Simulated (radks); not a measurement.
Results of a calculation; reference values are marked as such.
Coherent X-ray form factor from a spherical all-electron density. Level of theory: Dirac Kohn-Sham, PBEsol, spin-unpolarised, spherical densities, finite nucleus; Fermi nuclear charge, rms radius of each element as measured or else 0.836 A^(1/3) + 0.57 fm (a radial shooting solver on a logarithmic mesh with Libxc functionals).

sin(theta)/lambda (1/angstrom)  f0 (electrons)
0.05                                    77.128
0.1                                     74.719
0.15                                    71.272
0.2                                     67.329
0.25                                    63.302
0.3                                     59.438
0.4                                     52.574
0.5                                     46.897
0.6                                     42.163
0.8                                     34.543
1                                       28.521
1.25                                    22.827
1.5                                     18.974
2                                       14.777

The species is in the configuration that NIST lists as its ground one. Which atom or ion scatters so?

Answer. The gold ion Au+, [Xe] 4f14 5d10. Extrapolating in s^2 from the first two rows gives f0(0) = 77.9, near the electron count 78; among species with that count, the fall with angle is slower the higher Z, and the table is that of Z = 79; from so few rows the species is fixed only to a neighbour or two.
